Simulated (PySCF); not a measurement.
**Correlation energy of Be (beryllium, neutral)**

[He] 2s1 2p1, high-spin 3P determinant (an excited configuration). All numbers are calculated (PySCF 2.14, no relativity, point nucleus, in aug-cc-pVDZ). Frozen: 1s2; 2 electrons correlated.

With two correlated electrons CCSD is exact within the correlated space (frozen core and kept virtual orbitals).

```tsv
level	correlation energy (mhartree)
CCSD	-4.23
```

Diagnostics: T1 = 0.0037, D1 = 0.0052, largest double amplitude 0.032.

Q: Is a single reference adequate?

A: Yes: T1 lies below 0.03 and no double amplitude reaches 0.07.
